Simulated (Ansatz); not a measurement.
```yaml
crystal:
  periodic: [false, false, false]
  atoms:
    - {symbol: C, position_ang: [-0.860453, 0.941467, -1.016283]}
    - {symbol: B, position_ang: [-0.392944, 0.169021, 0.322107]}
    - {symbol: C, position_ang: [0.839564, 0.826715, 1.131208]}
    - {symbol: P, position_ang: [0.180400, -1.628693, -0.229048]}
    - {symbol: H, position_ang: [-1.656932, 0.440688, -1.576562]}
    - {symbol: H, position_ang: [-1.256430, 1.920827, -0.726026]}
    - {symbol: H, position_ang: [-1.272896, -0.173257, 1.089948]}
    - {symbol: H, position_ang: [-1.322896, -0.173257, 1.039948]}
    - {symbol: H, position_ang: [1.717354, 1.017773, 0.502759]}
    - {symbol: H, position_ang: [1.173963, 0.249581, 1.999626]}
    - {symbol: H, position_ang: [0.516950, 1.801128, 1.514144]}
    - {symbol: H, position_ang: [0.575367, -2.520005, 0.788009]}
    - {symbol: H, position_ang: [1.275884, -1.781521, -1.107679]}
    - {symbol: H, position_ang: [-0.765500, -2.428924, -0.899626]}
basis:
  gaussian: {orbitals: def2-TZVPD, point_charges: [{charge: 0.50, position_ang: [4.535, -0.101, 0.002]}]}
hamiltonian: {xc: {name: r2SCAN50}, dispersion: d3bj}
output: {forces: true}
```

```sh
$ ansatz run in.yaml --threads 4 --pin off --events-out ev --progress --plain --max-ram 10444MiB
```

Shortened log:

```
Warning: the engine holds no damping parameters fitted to this dispersion correction and functional, so the run takes those fitted to r2scan50 beside the three-body term, which d3bj leaves out (hamiltonian.dispersion, under Limitations)
Functional definition: r2SCAN50
  name "r2SCAN50"
  cite "Bursch, Neugebauer, Ehlert & Grimme, J. Chem. Phys. 156, 134105 (2022) doi:10.1063/5.0086040"
  cite "Furness, Kaplan, Ning, Perdew & Sun, J. Phys. Chem. Lett. 11, 8208 (2020) doi:10.1021/acs.jpclett.0c02405"
  cite "Furness, Kaplan, Ning, Perdew & Sun, J. Phys. Chem. Lett. 11, 9248 (2020) doi:10.1021/acs.jpclett.0c03077"
  parent r2scan
  parameter a = 0.5
  parameter k0 = 0.174
  parameter k1 = 0.065
  parameter a1 = 4.9479
  exchange = (1 - a)*r2scan_x(k0 = k0, k1 = k1, a1 = a1) + a*exact_x
  correlation = r2scan_c
1500 factors; their error is unknown
mean field evaluation 1: about -12026.8563 eV, gradient 5.8e1 eV
mean field evaluation 2: about -12000.1019 eV, gradient 8.6e1 eV
mean field evaluation 4: about -12035.3103 eV, gradient 9.0e0 eV
mean field evaluation 8: about -12035.5786 eV, gradient 2.6e-1 eV
mean field evaluation 16: about -12035.6357 eV, gradient 3.5e-3 eV
mean field -12035.63567316 eV, -442.3014529419 hartree, gradient 4.5e-5 eV, S^2 0.000000; 0 other end points of the search recorded, 1 dependent functions left out
the calculation of the forces begins
reference -12035.63568550 eV, -442.3014533952 hartree; 21, 21 occupied and 222, 222 virtual orbitals, 1500 factors
Total energy: -12035.74887155 eV, -442.3056129059 hartree
Atom 0 at    -0.860453     0.941467    -1.016283 Å, force    -0.176276    -2.006904     2.718038 eV/Å
Atom 1 at    -0.392944     0.169021     0.322107 Å, force     3.824613     3.193160    -6.601937 eV/Å
Atom 2 at     0.839564     0.826715     1.131208 Å, force    -0.720244    -0.108266     1.152052 eV/Å
Atom 3 at     0.180400    -1.628693    -0.229048 Å, force    -0.389581    -0.573561    -0.593671 eV/Å
Atom 4 at    -1.656932     0.440688    -1.576562 Å, force     0.269463    -0.040743    -0.019054 eV/Å
Atom 5 at    -1.256430     1.920827    -0.726026 Å, force     0.561759     0.076100    -0.272615 eV/Å
Atom 6 at    -1.272896    -0.173257     1.089948 Å, force  2013.483583    -0.075837  2016.004971 eV/Å
Atom 7 at    -1.322896    -0.173257     1.039948 Å, force -2016.231502    -0.936247 -2012.565947 eV/Å
Atom 8 at     1.717354     1.017773     0.502759 Å, force    -0.683424    -0.228575    -0.064415 eV/Å
Atom 9 at     1.173963     0.249581     1.999626 Å, force     0.019769     0.174503    -0.027893 eV/Å
Atom 10 at     0.516950     1.801128     1.514144 Å, force     0.200659    -0.230426    -0.150981 eV/Å
Atom 11 at     0.575367    -2.520005     0.788009 Å, force    -0.020446    -0.047862    -0.110115 eV/Å
Atom 12 at     1.275884    -1.781521    -1.107679 Å, force    -0.318025     0.488904     0.416266 eV/Å
Atom 13 at    -0.765500    -2.428924    -0.899626 Å, force     0.184165     0.239727     0.126413 eV/Å
Dipole moment:    -0.036196    -1.257007     0.769758 e Å
```

In this input one atom was put on top of another. Self-consistency was reached. The result belongs to that input, not to the molecule as meant.
